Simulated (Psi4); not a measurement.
disiloxane (H6OSi2), singlet, at a GFN2-xTB geometry; PBE/6-31G** (Psi4).

The Psi4 input:
```
memory 2 GB

molecule mol {
0 1
  Si    1.585546   -0.294653    0.093054
  O    -0.003746   -0.028984   -0.031880
  Si   -1.584141    0.305515   -0.081085
  H     1.996361   -0.923911   -1.160282
  H     2.222422    1.006205    0.290415
  H     1.777237   -1.176698    1.242699
  H    -2.213758   -0.474707    0.982498
  H    -2.047572   -0.094735   -1.407977
  H    -1.724385    1.743647    0.140125
}

set basis 6-31g**
set reference rks

energy('pbe')
print_variables()
```

It wrote (shortened):

```
   => Loading Basis Set <=

    Name: 6-31G**
    Role: ORBITAL
    Keyword: BASIS

         ---------------------------------------------------------
                                   SCF
               by Justin Turney, Rob Parrish, Andy Simmonett
                          and Daniel G. A. Smith
                              RKS Reference
         ---------------------------------------------------------

  ==> Geometry <==

    Molecular point group: c1
    Full point group: C1

    Geometry (in Angstrom), charge = 0, multiplicity = 1:

       Center              X                  Y                   Z               Mass
    ------------   -----------------  -----------------  -----------------  -----------------
         SI           1.585677080676    -0.293636459784     0.094168157656    27.976926534650
         O           -0.003614919324    -0.027967459784    -0.030765842344    15.994914619570
         SI          -1.584009919324     0.306531540216    -0.079970842344    27.976926534650
         H            1.996492080676    -0.922894459784    -1.159167842344     1.007825032230
         H            2.222553080676     1.007221540216     0.291529157656     1.007825032230
         H            1.777368080676    -1.175681459784     1.243813157656     1.007825032230
         H           -2.213626919324    -0.473690459784     0.983612157656     1.007825032230
         H           -2.047440919324    -0.093718459784    -1.406862842344     1.007825032230
         H           -1.724253919324     1.744663540216     0.141239157656     1.007825032230

  Running in c1 symmetry.

  Rotational constants: A =      1.41870  B =      0.09525  C =      0.09523 [cm^-1]
  Rotational constants: A =  42531.66462  B =   2855.60974  C =   2854.88701 [MHz]
  Nuclear repulsion =  159.877943702246455

  Charge       = 0
  Multiplicity = 1
  Electrons    = 42
  Nalpha       = 21
  Nbeta        = 21

  ==> Algorithm <==

  SCF Algorithm Type is DF.
  DIIS enabled.
  MOM disabled.
  Fractional occupation disabled.
  Guess Type is SAD.
  Energy threshold   = 1.00e-06
  Density threshold  = 1.00e-06
  Integral threshold = 1.00e-12

  ==> Primary Basis <==

  Basis Set: 6-31G**
    Blend: 6-31G**
    Number of shells: 40
    Number of basis functions: 83
    Number of Cartesian functions: 83
    Spherical Harmonics?: false
    Max angular momentum: 2

  ==> DFT Potential <==

   => LibXC <=

    Version 7.1.2
    S. Lehtola, C. Steigemann, M. J. T. Oliveira, and M. A. L. Marques,  SoftwareX 7, 1–5 (2018) (10.1016/j.softx.2017.11.002)

   => Composite Functional: PBE <=

    PBE GGA Exchange-Correlation Functional

    J.P. Perdew et. al., Phys. Rev. Lett., 77(18), 3865-3868, 1996

    Deriv               =              1
    GGA                 =           TRUE
    Meta                =          FALSE

    Exchange Hybrid     =          FALSE
    MP2 Hybrid          =          FALSE

   => Exchange Functionals <=

    1.0000     XC_GGA_X_PBE

   => Correlation Functionals <=

    1.0000     XC_GGA_C_PBE

   => LibXC Density Thresholds  <==

    XC_GGA_C_PBE:  1.00E-12
    XC_GGA_X_PBE:  1.00E-15

   => Molecular Quadrature <=

    Radial Scheme          =       TREUTLER
    Pruning Scheme         =           NONE
    Nuclear Scheme         =       TREUTLER

    Blocking Scheme        =         OCTREE
    BS radius alpha        =              1
    Pruning alpha          =              1
    Radial Points          =             75
    Spherical Points       =            302
    Total Points           =         194630
    Total Blocks           =           1498
    Max Points             =            256
    Max Functions          =             82
    Weights Tolerance      =       1.00E-15

   => Loading Basis Set <=

    Name: (6-31G** AUX)
    Role: JKFIT
    Keyword: DF_BASIS_SCF

  ==> Integral Setup <==

  SCF_SUBTYPE=INCORE selected. In-core MEM_DF algorithm will be used.
  Using in-core AOs.

  ==> MemDFJK: Density-Fitted J/K Matrices <==

    J tasked:                   Yes
    K tasked:                    No
    wK tasked:                   No
    Algorithm:                 Core
    Schwarz Cutoff:           1E-12
    Mask sparsity (%):       6.4160
    Fitting Condition:        1E-10

   => Auxiliary Basis Set <=

  Basis Set: (6-31G** AUX)
    Blend: CC-PVDZ-JKFIT
    Number of shells: 150
    Number of basis functions: 491
    Number of Cartesian functions: 491
    Spherical Harmonics?: false
    Max angular momentum: 3

  Minimum eigenvalue in the overlap matrix is 8.4115570380E-03.
  Reciprocal condition number of the overlap matrix is 1.3849868872E-03.
    Using symmetric orthogonalization.

  ==> Pre-Iterations <==

  SCF Guess: Superposition of Atomic Densities via on-the-fly atomic UHF (no occupation information).

   -------------------------
    Irrep   Nso     Nmo
   -------------------------
     A         83      83
   -------------------------
    Total      83      83
   -------------------------

  ==> Iterations <==

                           Total Energy        Delta E     RMS |[F,P]|

   @DF-RKS iter SAD:  -657.00049659730212   -6.57000e+02   0.00000e+00
   @DF-RKS iter   1:  -657.16636790848281   -1.65871e-01   9.36340e-03 DIIS/ADIIS
   @DF-RKS iter   2:  -655.80286862294065    1.36350e+00   2.26616e-02 DIIS/ADIIS
   @DF-RKS iter   3:  -657.42049074867396   -1.61762e+00   1.13399e-03 DIIS/ADIIS
   @DF-RKS iter   4:  -657.42566112807174   -5.17038e-03   4.66206e-04 DIIS/ADIIS
   @DF-RKS iter   5:  -657.42650192436622   -8.40796e-04   9.70145e-05 DIIS
   @DF-RKS iter   6:  -657.42654407482701   -4.21505e-05   1.73057e-05 DIIS
   @DF-RKS iter   7:  -657.42654483561739   -7.60790e-07   2.91013e-06 DIIS
   @DF-RKS iter   8:  -657.42654486784124   -3.22239e-08   4.97269e-07 DIIS
  Energy and wave function converged.

  ==> Post-Iterations <==

   Electrons on quadrature grid:
      Ntotal   =   41.9999900711 ; deviation = -9.929e-06

    Orbital Energies [Eh]
    ---------------------

    Doubly Occupied:

[...]
    Virtual:

[...]
    Final Occupation by Irrep:
              A
    DOCC [    21 ]
    NA   [    21 ]
    NB   [    21 ]

  @DF-RKS Final Energy:  -657.42654486784124

   => Energetics <=

    Nuclear Repulsion Energy =            159.8779437022464549
    One-Electron Energy =               -1227.9558551945199270
    Two-Electron Energy =                 462.9989540549649973
    DFT Exchange-Correlation Energy =     -52.3475874305328404
    Empirical Dispersion Energy =           0.0000000000000000
    VV10 Nonlocal Energy =                  0.0000000000000000
    Total Energy =                       -657.4265448678412440

Computation Completed

Properties will be evaluated at   0.000000,   0.000000,   0.000000 [a0]

Properties computed using the SCF density matrix

 Multipole Moments:

 ------------------------------------------------------------------------------------
     Multipole            Electronic (a.u.)      Nuclear  (a.u.)        Total (a.u.)
 ------------------------------------------------------------------------------------

 L = 1.  Multiply by 2.5417464519 to convert [e a0] to [Debye]
 Dipole X            :         -0.0082050            0.0104169            0.0022119
 Dipole Y            :         -0.0640536            0.0806756            0.0166220
 Dipole Z            :         -0.0701008            0.0884366            0.0183357
 Magnitude           :                                                    0.0248472

 ------------------------------------------------------------------------------------

  Variable Map:
  ----------------------------------------------------------------------------
[...]
  Array Variable Map:
  ----------------------------------------------------------------------------
[...]
[...]
```
